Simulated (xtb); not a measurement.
xtb input (GFN1-xTB):

```bash
xtb mol.xyz --gfn 1 --sp --chrg 0 --uhf 0
```
mol.xyz:
```
14

C     -1.62472534    -0.99515816     0.77073997
Ge    -0.02986276     0.02953083     0.28514187
C      1.60456209    -0.69790513     1.07815641
C     -0.23748463     1.94784740     0.61123143
Cl     0.19829444    -0.19609037    -1.89339673
H     -1.79874149    -0.92658067     1.84582692
H     -2.49459238    -0.60261474     0.24578796
H     -1.49259335    -2.04179728     0.49977629
H      1.71704850    -1.74635261     0.80532255
H      2.47165143    -0.14547642     0.71855634
H      1.55901180    -0.61750248     2.16547284
H      0.64081092     2.48418051     0.25447193
H     -1.11579104     2.32248686     0.08724980
H     -0.35631428     2.13350203     1.67997289
```

End of the output:

```
         :::::::::::::::::::::::::::::::::::::::::::::::::::::
         ::                     SUMMARY                     ::
         :::::::::::::::::::::::::::::::::::::::::::::::::::::
         :: total energy             -17.158175304080 Eh    ::
         :: gradient norm              0.014095078547 Eh/a0 ::
         :: HOMO-LUMO gap              6.926840158776 eV    ::
         ::.................................................::
         :: SCC energy               -17.329884549737 Eh    ::
         :: -> electrostatic           0.010116200141 Eh    ::
         :: repulsion energy           0.177116497805 Eh    ::
         :: dispersion energy         -0.005407252149 Eh    ::
         :: halogen bond corr.         0.000000000000 Eh    ::
         :: add. restraining           0.000000000000 Eh    ::
         :: total charge              -0.000000000000 e     ::
         :::::::::::::::::::::::::::::::::::::::::::::::::::::

           -------------------------------------------------
          |                Property Printout                |
           -------------------------------------------------

    * Orbital Energies and Occupations

         #    Occupation            Energy/Eh            Energy/eV
      -------------------------------------------------------------
         1        2.0000           -0.8894502             -24.2032
       ...           ...                  ...                  ...
         4        2.0000           -0.6212859             -16.9061
         5        2.0000           -0.5824893             -15.8503
         6        2.0000           -0.5280850             -14.3699
         7        2.0000           -0.5242416             -14.2653
         8        2.0000           -0.5242416             -14.2653
         9        2.0000           -0.5192925             -14.1307
        10        2.0000           -0.5192925             -14.1307
        11        2.0000           -0.5131170             -13.9626
        12        2.0000           -0.4739504             -12.8968
        13        2.0000           -0.4739504             -12.8968
        14        2.0000           -0.4710275             -12.8173
        15        2.0000           -0.4364226             -11.8757
        16        2.0000           -0.4364226             -11.8757 (HOMO)
        17                         -0.1818659              -4.9488 (LUMO)
        18                         -0.1502525              -4.0886
        19                         -0.1371681              -3.7325
        20                         -0.1371681              -3.7325
        21                         -0.1307378              -3.5576
        22                         -0.1307378              -3.5576
        23                         -0.1113212              -3.0292
        24                         -0.1094580              -2.9785
        25                         -0.1094580              -2.9785
        26                         -0.0493321              -1.3424
        27                         -0.0387093              -1.0533
       ...                                ...                  ...
        48                          0.5427770              14.7697
      -------------------------------------------------------------
                  HL-Gap            0.2545567 Eh            6.9268 eV
             Fermi-level           -0.3091442 Eh           -8.4122 eV

  Mulliken/CM5 charges         n(s)   n(p)   n(d)
     1C    -0.17325 -0.30630   1.041  3.132  0.000
     2Ge    0.30231  0.21464   1.383  1.790  0.525
     3C    -0.17325 -0.30630   1.041  3.132  0.000
     4C    -0.17325 -0.30630   1.041  3.132  0.000
     5Cl   -0.19620 -0.18653   1.935  5.271 -0.010
     6H     0.04268  0.09544   0.957  0.000  0.000
     7H     0.04760  0.10075   0.952  0.000  0.000
     8H     0.04760  0.10075   0.952  0.000  0.000
     9H     0.04760  0.10075   0.952  0.000  0.000
    10H     0.04760  0.10075   0.952  0.000  0.000
    11H     0.04268  0.09544   0.957  0.000  0.000
    12H     0.04760  0.10075   0.952  0.000  0.000
    13H     0.04760  0.10075   0.952  0.000  0.000
    14H     0.04268  0.09544   0.957  0.000  0.000

Wiberg/Mayer (AO) data.
largest (>0.10) Wiberg bond orders for each atom

 ---------------------------------------------------------------------------
     #   Z sym  total        # sym  WBO       # sym  WBO       # sym  WBO
 ---------------------------------------------------------------------------
     1   6 C    3.978 --     6 H    0.961     7 H    0.960     8 H    0.960
                             2 Ge   0.952
     2  32 Ge   4.282 --     5 Cl   1.170     1 C    0.952     4 C    0.952
                             3 C    0.952
     3   6 C    3.978 --    11 H    0.961    10 H    0.960     9 H    0.960
                             2 Ge   0.952
     4   6 C    3.978 --    14 H    0.961    12 H    0.960    13 H    0.960
                             2 Ge   0.952
     5  17 Cl   1.304 --     2 Ge   1.170
     6   1 H    1.001 --     1 C    0.961
     7   1 H    1.000 --     1 C    0.960
     8   1 H    1.000 --     1 C    0.960
     9   1 H    1.000 --     3 C    0.960
    10   1 H    1.000 --     3 C    0.960
    11   1 H    1.001 --     3 C    0.961
    12   1 H    1.000 --     4 C    0.960
    13   1 H    1.000 --     4 C    0.960
    14   1 H    1.001 --     4 C    0.961
 ---------------------------------------------------------------------------

Topologies differ in total number of bonds
Writing topology from bond orders to xtbtopo.mol

 dipole moment from electron density (au)
     X       Y       Z
  -0.1417   0.1401   1.3526  total (Debye):    3.475

           -------------------------------------------------
          | TOTAL ENERGY              -17.158175304080 Eh   |
          | GRADIENT NORM               0.014095078547 Eh/α |
          | HOMO-LUMO GAP               6.926840158776 eV   |
           -------------------------------------------------

------------------------------------------------------------------------
------------------------------------------------------------------------
 total:
 SCF:
Note: The following floating-point exceptions are signalling: IEEE_DENORMAL
normal termination of xtb
```
